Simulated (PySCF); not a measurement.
# Computed structure and properties of [La(PH3)]3+

System: [La(PH3)]3+ (singlet); start: template (C3v). Method: PySCF 2.14.0, RKS PBE0, La lcecp-1-SVP with ECP46, P def2-SVP, H def2-SVP; non-relativistic Hamiltonian with scalar-relativistic core potentials where named; density fitting; no spin-orbit coupling.

Input of the relaxation:

```python
mol = gto.M(atom='''
La     0.00000     0.00000    -0.60287
P     -0.00000    -0.00000     2.39713
H      1.21001    -0.00000     3.14033
H     -0.60500     1.04790     3.14033
H     -0.60501    -1.04789     3.14033''',
    basis={'La': 'lcecp-1-SVP', 'P': 'def2-SVP', 'H': 'def2-SVP'},
    ecp={'La': 'lcecp-1-SVP'},
    charge=3, spin=0)
mf = dft.RKS(mol, xc='PBE0')
mf.grids.atom_grid = (50, 194)  # f atoms: unpruned, at least (60, 302)
mf = mf.density_fit()  # fitting sets: La AutoAux, P def2-universal-JKFIT, H def2-universal-JKFIT
mf.conv_tol = 1e-08; mf.max_cycle = 55
mf.kernel(dm0)  # dm0: converged density of the start geometry
# quasi-Newton relaxation in Cartesian coordinates to a largest gradient under 0.00045 Eh/bohr, steps kept in the point group
```

Run from Python with OMP_NUM_THREADS=2; the lines above give its settings. Where DIIS fails, smearing, a level shift and second-order steps follow.
It took 7.1 s on 2 threads of Arm Neoverse V1 (shared host), from the converged density of the start.

Course of the relaxation:

```
step  energy above end (eV)  largest force component within the symmetry (eV/Å)
   0                 0.2388                                               1.391
   1                 0.0503                                               1.051
   2                 0.0057                                               0.405
   3                 0.0006                                               0.116
   4                 0.0000                                               0.005
```

Relaxed geometry (C3v):

```xyz
5

La    0.0000    0.0000   -0.5328
P     0.0000    0.0000    2.5310
H     1.3193    0.0000    3.0723
H    -0.6596    1.1425    3.0723
H    -0.6597   -1.1425    3.0723
```

| contact | Å |
| --- | --- |
| La1–P2 (PH3) | 3.064 |

On the finer grid (75, 302):

- HOMO: -23.40 eV
- LUMO: -18.93 eV
- Dipole about the centre of mass: 1.31 D
- Set of Mulliken populations of La1 outside the core potential: s 2.10, p 6.05, d 0.47, f 0.01
- D3(BJ) dispersion energy (not in the energies): -0.123 eV

```json
{"atom": "La1", "Mulliken (e)": "2.36", "Löwdin (e)": "2.19", "spin (e)": "0.00"}
{"atom": "P2", "Mulliken (e)": "-0.08", "Löwdin (e)": "0.51", "spin (e)": "0.00"}
{"atom": "H3", "Mulliken (e)": "0.24", "Löwdin (e)": "0.10", "spin (e)": "0.00"}
{"atom": "H4", "Mulliken (e)": "0.24", "Löwdin (e)": "0.10", "spin (e)": "0.00"}
{"atom": "H5", "Mulliken (e)": "0.24", "Löwdin (e)": "0.10", "spin (e)": "0.00"}
```

The large-core potential holds the 4f shell empty.

A rough frequency check found all modes real, so this is a minimum.

Taking off one PH3 (charge 0, singlet; the rest: singlet) in vacuum, both parts rigid, costs 4.80 eV; the small basis without counterpoise inflates it. Parting with an electron moved from the ligand to the metal can be far cheaper, even downhill.

Rigid scan of PH3 along the line from its metal:

distance to P2 (Å), energy (eV) and a bar:
```
     2.76      0.267 ##############################
     2.86      0.106 ############
     2.96      0.024 ###
     3.06      0.000 
     3.16      0.020 ##
     3.26      0.072 ########
     3.46      0.233 ##########################
```

One start shape was tried, so this needn't be the lowest isomer.
